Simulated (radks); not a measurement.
Dynamic dipole polarisability and lines of the krypton ion Kr7+, [Ar] 3d10 4s1. Calculated with a radial shooting solver on a logarithmic mesh with Libxc functionals: scalar-relativistic Kohn-Sham, LDA (Slater exchange, Perdew-Wang correlation), spin-polarised, spherical densities, finite nucleus; open shells are filled with parallel spins first (spin-orbit coupling, left out, can overturn this in heavy ions); Fermi nuclear charge, rms radius of each element as measured or else 0.836 A^(1/3) + 0.57 fm. Time-dependent linear response with the Hartree and adiabatic LDA kernel, continuum included through the Sternheimer equations, no spin-orbit coupling, so fine structure and intercombination lines are absent. Lines are the poles of the dipole polarisability below minus the highest occupied eigenvalue, found on a grid refined at the orbital gaps; the lowest seven at most are given, and weak or close lines can be missed. The first line takes the name of the lowest orbital gap if no other gap lies below it; otherwise a line is named after a gap within 0.6 % of it, if that gap stands alone.

photon energy (eV),alpha (bohr^3)
0,1.637
1.970,1.651
9.849,2.092
17.728,7.045
25.607,-1.873
33.486,-0.5047
41.365,-0.1536
49.245,0.009325
57.124,0.1154
65.003,0.2513
72.882,0.1352
80.761,0.2761
88.640,0.7182
96.519,-2.990
104.40,0.02375
112.28,0.1520

Lines (eV, oscillator strength): 19.887 (62.34 nm, 4s-4p), f = 0.746; 68.622 (18.07 nm, unassigned), f = 0.0696; 89.063 (13.92 nm, 4s-6p), f = 0.0252; 93.043 (13.33 nm, 3d-4p), f = 0.0645; 95.941 (12.92 nm, unassigned), f = 0.466; 104.98 (11.81 nm, 4s-8p), f = 0.00774; 108.65 (11.41 nm, 4s-9p), f = 0.00496. Higher lines, where found, are left out when the end of the mesh affects them. Those listed give 89 % of the static polarisability (sum of f/w^2). Orbital energy gaps for comparison: 4s-4p 18.615 eV; 4s-5p 69.085 eV; 4s-6p 89.232 eV; 3d-4p 93.057 eV; 3d-4p down 95.144 eV. At laser wavelengths: 1550 nm 1.639, 1064 nm 1.642, 780 nm 1.646, 532 nm 1.657, 355 nm 1.682, 266 nm 1.719, 193 nm 1.800 bohr^3.
